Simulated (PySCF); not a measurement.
Species: `CSc1cc(C(F)(F)F)nnn1`. The columns A, B, C and D hold Mulliken, IAO, Hirshfeld and ESP-fitted charges (e) of one PBE0/pcSseg-1 density (PySCF), in a shuffled order. Coordinates in Å (GFN2-xTB); the density's dipole moment is (2.94, 2.64, -2.54) D.

```tsv
atom	x	y	z	A	B	C	D
C1	3.364	0.238	-0.253	-0.409	-0.110	-0.348	-0.498
S2	1.875	1.079	-0.855	-0.186	+0.072	+0.117	+0.224
C3	0.659	0.223	0.024	+0.840	+0.051	+0.070	+0.012
C4	-0.704	0.541	-0.117	-0.985	-0.047	-0.027	-0.171
C5	-1.545	-0.233	0.654	+0.981	+0.031	-0.027	+0.075
C6	-3.047	-0.057	0.626	+0.107	+0.261	+0.941	+0.810
F7	-3.400	1.092	0.025	-0.104	-0.085	-0.270	-0.283
F8	-3.644	-1.043	-0.055	-0.117	-0.091	-0.259	-0.269
F9	-3.581	-0.035	1.847	-0.120	-0.082	-0.249	-0.260
N10	-1.087	-1.200	1.457	-0.460	-0.110	-0.272	-0.169
N11	0.174	-1.422	1.524	-0.075	-0.028	+0.007	+0.006
N12	1.040	-0.757	0.850	-0.281	-0.091	-0.314	-0.196
H13	3.399	0.315	0.828	+0.120	+0.051	+0.173	+0.180
H14	4.208	0.746	-0.707	+0.246	+0.060	+0.162	+0.172
H15	3.331	-0.804	-0.554	+0.129	+0.052	+0.171	+0.178
H16	-1.050	1.325	-0.770	+0.313	+0.064	+0.126	+0.189
```

Task: Which column most likely holds the ESP-fitted charges?

Result: A. Σ q r misses the density's dipole by 0.12 D (A), 1.29 D (D), 1.33 D (C), 1.45 D (B). Charges fitted to the outside potential are the only set here that is tied to the molecule's multipoles.

Task: And the Hirshfeld charges?

Result: B. The mean sizes are 0.080 e (B), 0.221 e (C), 0.231 e (D), 0.342 e (A), and Hirshfeld charges are commonly the smallest of these schemes.

As computed, A = ESP-fitted, B = Hirshfeld, C = Mulliken, D = IAO. Hydrogens on carbon: ESP-fitted +0.12 to +0.31, Hirshfeld +0.05 to +0.06, Mulliken +0.13 to +0.17, IAO +0.17 to +0.19 e.

The Mulliken scheme counts on each atom the diagonal of the density matrix times the overlap matrix over that atom's basis functions. The Hirshfeld scheme weights the molecular density at each point by an atom's share of the summed free-atom densities.

The structure is a single GFN2-xTB conformer in the gas phase; no vibrational or solvent corrections.

The run behind these numbers computed NMR shieldings as well. Rough CPU time on one thread of a shared machine: about 2.2 min.

Conformer computed: `[CH3:1][S:2][c:3]1[cH:4][c:5]([C:6]([F:7])([F:8])[F:9])[n:10][n:11][n:12]1`: C1–S2–C3–C4 180°, C4–C5–C6–F7 -14°.
